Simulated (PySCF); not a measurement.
Ge(F)3(SH) (F3GeHS), SMILES [Ge]([SH])([F])([F])[F]. Atoms are numbered in the order given.

```xyz
6

F     -0.8823    -1.1394    -1.1357
Ge    -0.2460     0.0427    -0.0579
F     -0.4725     1.5395    -0.8778
F     -1.2638     0.0635     1.3262
S      1.8241    -0.3303     0.5484
H      2.2550    -0.2539    -0.7347
```

Geometry: B3LYP-D3(BJ)/def2-SVP. This is a generated structure with no PubChem entry under its InChIKey; it may be hypothetical. The values are those of a single conformer.

Level of theory: PBE/def2-TZVP (PySCF).

Atomic charges (e):

```csv
atom,IAO,Mulliken
F1,-0.47,-0.30
Ge2,1.52,0.97
F3,-0.47,-0.30
F4,-0.47,-0.30
S5,-0.23,-0.27
H6,0.13,0.19
```
